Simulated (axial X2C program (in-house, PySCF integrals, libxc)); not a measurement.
**Nuclear properties of GaP**

Computed with an in-house all-electron X2C program for linear molecules (integrals from PySCF): two-component X2C with atomic mean-field Coulomb and Gaunt terms, Gaussian nuclei, basis Ga dyall-cv3z, P dyall-v3z with contracted cores.

R = 2.234 Å (near the PBE0 minimum at charge 0 of the determinant lowest at the starting distance; the state shown can have its own minimum elsewhere).

Determinant lowest in the PBE0 search, Ω = 2 (⟨Sz⟩ = 1.00, ⟨Lz⟩ = 1.00 at PBE0), spin on the atoms Ga 0.25, P 0.75:

```json
{"level": "PBE0", "Eeff magnitude (GV/cm)": "1.95", "Ws magnitude Ga (kHz)": "0.431", "A∥/gI Ga (MHz)": "171", "qzz Ga (a.u.)": "-1.55", "A∥/gI P (MHz)": "104", "qzz P (a.u.)": "0.59", "μ (D)": "-2.26"}
{"level": "HF", "Eeff magnitude (GV/cm)": "2.29", "Ws magnitude Ga (kHz)": "0.506", "A∥/gI Ga (MHz)": "36.8", "qzz Ga (a.u.)": "-1.89", "A∥/gI P (MHz)": "70.7", "qzz P (a.u.)": "0.69", "μ (D)": "-2.54"}
{"level": "B3LYP", "Eeff magnitude (GV/cm)": "1.82", "Ws magnitude Ga (kHz)": "0.404", "A∥/gI Ga (MHz)": "183", "qzz Ga (a.u.)": "-1.48", "A∥/gI P (MHz)": "121", "qzz P (a.u.)": "0.60", "μ (D)": "-2.14"}
{"level": "r2SCAN", "Eeff magnitude (GV/cm)": "2.08", "Ws magnitude Ga (kHz)": "0.458", "A∥/gI Ga (MHz)": "213", "qzz Ga (a.u.)": "-1.46", "A∥/gI P (MHz)": "125", "qzz P (a.u.)": "0.50", "μ (D)": "-2.07"}
{"level": "LDA", "Eeff magnitude (GV/cm)": "1.74", "Ws magnitude Ga (kHz)": "0.385", "A∥/gI Ga (MHz)": "240", "qzz Ga (a.u.)": "-1.33", "A∥/gI P (MHz)": "131", "qzz P (a.u.)": "0.51", "μ (D)": "-1.91"}
```

Eeff is the effective electric field on the electron electric dipole moment in this Ω state and Ws the scalar–pseudoscalar constant of the nucleus named (defined with the proton number Z and per Ω); A∥ (defined per Ω) follows by multiplying with gI = μI/(I μN); qzz is the electric field gradient, eQq0 = 234.96 MHz × Q/barn × qzz; μ is positive if the P end (last atom) is positive. The operators were transformed with the bare-nucleus X2C matrices; with these basis sets, hyperfine constants and field gradients can be off by tens of per cent, and where levels differ in sign neither size nor sign is settled.

**Question.** With Q(69Ga) = 0.171 barn, gI(31P) = 2.2632 (g factors from the IAEA table of nuclear moments by Stone; Q from Pyykkö, Mol. Phys. 2018), turn the PBE0 values of the first state into constants in MHz.

**Answer.** eQq0(69Ga) = 234.96 × (0.171) × (-1.55) = -62.3 MHz; A∥(31P) = 104 × 2.2632 = 235 MHz.

Each state is one determinant with collinear spin, which with several unpaired electrons need not be a pure state. Unrestricted Hartree–Fock can overshoot spin polarisation at the nuclei. With several open shells hyperfine constants can be off by a factor of several. Open-shell Ω = 0 determinants with evenly filled partner blocks cannot be reached by this program, so the Ω shown need not be the lowest component. At HF, r2SCAN a later determinant lies lower. States lie within half an eV, so the first need not be the ground state. Further determinants of the search, some of them spin-mixed, are not shown. Where a field gradient or hyperfine factor spreads by more than a factor of two over the levels, a constant derived from it is not to be relied on.
